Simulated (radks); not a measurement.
Charge is removed step by step from the 3d down level of Cu+, starting from [Ar] 3d(up 5, down 5). Calculated with a radial shooting solver on a logarithmic mesh with Libxc functionals: non-relativistic Kohn-Sham, PBEsol, spin-polarised, spherical densities, point nucleus.

removed (e)  E - E(0) (eV)  eigenvalue (eV)  E minus straight line (eV)
0                    0.000          -13.734                       0.000
0.25                 3.871          -17.275                      -1.430
0.5                  8.657          -21.054                      -1.944
0.75                14.416          -25.055                      -1.485
1                   21.202          -29.263                       0.000

Removing the whole electron costs 21.202 eV by Delta-SCF, against 13.734 eV from minus the eigenvalue at the starting occupation. Slater's transition state (half an electron removed) gives 21.054 eV. Integrating minus the eigenvalue over the occupation (Janak's theorem) gives 21.202 eV. The mean slope of the eigenvalue, de/dn, is 15.5 eV per electron. Ionisation energy of Cu+ in the NIST Atomic Spectra Database: 20.292 eV (measured).
